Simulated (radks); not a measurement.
The numbers below are computed, except where a source is named.
Charge is removed step by step from the 2s1/2 level of O, starting from [He] 2s2 2p4. Level of theory: Dirac Kohn-Sham, PBEsol, spin-unpolarised, spherical densities, finite nucleus; open shells fill j = l - 1/2 first; Fermi nuclear charge, rms radius 2.6991 fm (a radial shooting solver on a logarithmic mesh with Libxc functionals).

removed (e) = 0: E - E(0) (eV) 0.000; eigenvalue (eV) -23.803; E minus straight line (eV) 0.000
removed (e) = 0.1: E - E(0) (eV) 2.453; eigenvalue (eV) -25.258; E minus straight line (eV) -0.696
removed (e) = 0.2: E - E(0) (eV) 5.053; eigenvalue (eV) -26.745; E minus straight line (eV) -1.246
removed (e) = 0.3: E - E(0) (eV) 7.803; eigenvalue (eV) -28.262; E minus straight line (eV) -1.645
removed (e) = 0.4: E - E(0) (eV) 10.706; eigenvalue (eV) -29.808; E minus straight line (eV) -1.891
removed (e) = 0.5: E - E(0) (eV) 13.765; eigenvalue (eV) -31.382; E minus straight line (eV) -1.981
removed (e) = 0.6: E - E(0) (eV) 16.983; eigenvalue (eV) -32.982; E minus straight line (eV) -1.912
removed (e) = 0.7: E - E(0) (eV) 20.363; eigenvalue (eV) -34.607; E minus straight line (eV) -1.682
removed (e) = 0.8: E - E(0) (eV) 23.906; eigenvalue (eV) -36.257; E minus straight line (eV) -1.288
removed (e) = 0.9: E - E(0) (eV) 27.615; eigenvalue (eV) -37.930; E minus straight line (eV) -0.728
removed (e) = 1: E - E(0) (eV) 31.492; eigenvalue (eV) -39.625; E minus straight line (eV) 0.000

Removing the whole electron costs 31.492 eV by Delta-SCF, against 23.803 eV from minus the eigenvalue at the starting occupation. Slater's transition state (half an electron removed) gives 31.382 eV. Integrating minus the eigenvalue over the occupation (Janak's theorem) gives 31.492 eV. The mean slope of the eigenvalue, de/dn, is 15.8 eV per electron.
